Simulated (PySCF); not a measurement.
C₄H₅BO, SMILES C#CB1COC1. Geometry: PBE0-D3(BJ)/def2-SVP. The structure was generated by enumeration, and PubChem lists no compound with its InChIKey, so it may never have been made.

Level of theory: PBE0-D3(BJ)/def2-SVP in PySCF.

Harmonic wavenumbers (cm⁻¹): 113, 152, 203, 376, 458, 503, 508, 684, 796, 796, 887, 981, 1002, 1093, 1135, 1170, 1192, 1232, 1352, 1402, 1436, 2176, 3014, 3028, 3066, 3068, 3475. Rotational constants (GHz): 12.08, 2.065, 1.804; symmetry number 2.

Work out the zero-point energy and the ideal-gas rigid-rotor harmonic-oscillator thermochemistry at 298.15 K and 1 atm.

ZPE = ½ Σ hcν = ½ × 35300 cm⁻¹ = 211.14 kJ/mol. H − E(el) = 230.16 kJ/mol. Entropy in J/(mol K): translation 163.38, rotation 104.57, vibration 52.15, total 320.11. G − E(el) = 134.72 kJ/mol. Cp = 100.06 J/(mol K). Modes under 150 cm⁻¹ make the vibrational entropy uncertain.
